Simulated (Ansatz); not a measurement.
`C[CH2][In]([F])[F]` + H₂Se → `[F][In]([F])[SeH]` + `CC` at 500 K and 1 bar (ligand exchange at the In–C bond).

Gas-phase electronic energies from Ansatz, PBE0-D4/def2-TZVP geometries. CBS: MP2 limit from def2 TZ/QZ plus the TZ coupled-cluster correction, frozen cores. This one scheme is used for every species. def2 core potentials past Kr. For In, Se outer-core shells are correlated without core-valence functions, which leaves a few kJ/mol of doubt a bond. Scalar relativity is left out up to krypton. Each species was taken in one conformer, which may not be the lowest.

```csv
species,CCSD(T)/CBS energy (Eh),H − E (kJ/mol),S (J/(mol·K))
`C[CH2][In]([F])[F]`,-468.57870,226.8,448.1
H₂Se,-2401.89790,53.1,237.8
`[F][In]([F])[SeH]`,-2790.80080,68.0,405.1
`CC`,-79.71954,220.5,259.9
```

H − E and S are ideal-gas, rigid-rotor, harmonic terms from PBE0-D4/def2-TZVP, for one conformer and one mirror image of each species. 1 Eh = 2625.50 kJ/mol, R = 8.31446 J/(mol·K).

By hand: ΔE, ΔH, ΔS and ΔG.

ΔE = (-2790.80080) + (-79.71954) − (-468.57870) − (-2401.89790) = -0.04374 Eh = -114.8 kJ/mol. Δ(H − E) = 68.0 + 220.5 − 226.8 − 53.1 = 8.6, so ΔH = -106.2 kJ/mol. ΔS = 405.1 + 259.9 − 448.1 − 237.8 = -20.9 J/(mol·K). ΔG = -106.2 − 500 × (-20.9)/1000 = -95.8 kJ/mol.

By hand: the equilibrium constant, and the temperature at which ΔG would vanish if ΔH and ΔS stayed fixed.

log₁₀ K = −ΔG/(RT ln 10) = 10.0. ΔG = 0 at ΔH/ΔS = 5081 K, far beyond where these terms or the molecules hold.

ΔH outweighs TΔS. A doubt of 5 kJ/mol in ΔE shifts log₁₀ K by 0.5 here. Other conformers and mirror images would add mixing entropy, several J/(mol·K) or more a flexible species. Modes under 60 cm⁻¹, often nearly free rotors, make the harmonic entropy too high. These are equilibria of isolated gas molecules and say nothing of rates. Largest T1 diagnostic: 0.015 (customary marks: 0.02 for closed shells, 0.045 for open ones).
